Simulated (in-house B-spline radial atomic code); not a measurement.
Results of a calculation; reference values are marked as such.
# Correlation energy from the adiabatic connection: ω²r²/2 − Z/r, ω = 1.98, Z = 1

Two electrons in a singlet, external potential ω²r²/2 − Z/r, ω = 1.98, Z = 1 (atomic units). Full CI in B-splines (partial waves to l = 8, correlation up to 0.6 % small) with the density held fixed gives W(λ) = <V_ee>_λ − U, and E_c is the integral of W(λ) − W(0) from 0 to 1.

| λ | W(λ) − W(0) (hartree) |
| --- | --- |
| 0 | 0.00000 |
| 0.02 | -0.00188 |
| 0.05 | -0.00467 |
| 0.12 | -0.01107 |
| 0.25 | -0.02252 |
| 0.4 | -0.03508 |
| 0.6 | -0.05082 |
| 0.8 | -0.06551 |
| 1 | -0.07924 |

Integrate the table by the trapezoid rule.

The strips give -0.00002, -0.00010, -0.00055, -0.00218, -0.00432, -0.00859, -0.01163, -0.01447, which sum to -0.04187 hartree. The direct value, W(1) − W(0) + T_c with T_c = 0.03730, is -0.04194; the curve is convex, so chords lie above it and the trapezoids fall short in size by 0.16 %.

Now use only three numbers: W(0) = -1.2571, the initial slope W'(0) = -0.09428 (extrapolated from the first points) and the strong-coupling limit of the point-charge-plus-continuum model, W∞ = -1.7354. What do second-order theory and the interpolation W(λ) = W∞ + (W(0) − W∞)/√(1 + 2χλ) of Seidl, Perdew and Levy give?

Second order keeps the slope alone: E_c = W'(0)/2 = -0.04714, +12 % in size against -0.04194. Matching the slope fixes χ = W'(0)/(W∞ − W(0)) = -0.09428/(-0.47830) = 0.19711. Integrating, with s = √(1 + 2χ) = 1.180775, E_c = −(W(0) − W∞)(s − 1)/(s + 1) = −0.47830 × 0.180775/2.180775 = -0.03965 hartree, -5.5 % in size against the full result. At λ = 1 the formula gives W − W(0) = -0.07323 against -0.07924. Part of the miss can come from the model's W∞.
